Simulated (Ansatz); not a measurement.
Start from `[CH3][GeH]([NH2])[F]` and change one atom or group to get `[CH3][GeH]([F])[SH]`.

Ansatz, PBE0-D4/def2-TZVP geometries, multiplicity 1. Each molecule was computed in one conformer, which needn't be the lowest.

Scalar relativity is left out up to krypton.

| property | `[CH3][GeH]([NH2])[F]` |
| --- | --- |
| zero-point energy (PBE0-D4/def2-TZVP) / kJ/mol | 191.6 |
| HOMO energy (PBE/def2-TZVPP) / eV | -6.33 |
| LUMO energy (PBE0/def2-TZVPP) / eV | 0.76 |
| HOMO energy (PBE0/def2-TZVPP) / eV | -7.84 |
| HOMO–LUMO gap (ωB97M-V/def2-TZVPP) / eV | 12.49 |
| LUMO energy (ωB97M-V/def2-TZVPP) / eV | 2.21 |

Q: Give the same properties after the change, and the shifts. (Best estimate.)

A: The calculation gave: 
```
                                      property  `[CH3][GeH]([F])[SH]`  shift
zero-point energy (PBE0-D4/def2-TZVP) / kJ/mol                  148.3  -43.3
             HOMO energy (PBE/def2-TZVPP) / eV                  -6.46  -0.13
            LUMO energy (PBE0/def2-TZVPP) / eV                   0.26  -0.50
            HOMO energy (PBE0/def2-TZVPP) / eV                  -7.73   0.11
       HOMO–LUMO gap (ωB97M-V/def2-TZVPP) / eV                  12.09  -0.40
         LUMO energy (ωB97M-V/def2-TZVPP) / eV                   2.13  -0.08
```

With PBE0 the HOMO rises by 0.11 eV and the LUMO falls by 0.50 eV, so the gap narrows by about 0.61 eV. PBE moves the HOMO by -0.13 eV and ωB97M-V by 0.32 eV. The zero-point energy changes by -43.3 kJ/mol with -3 modes.
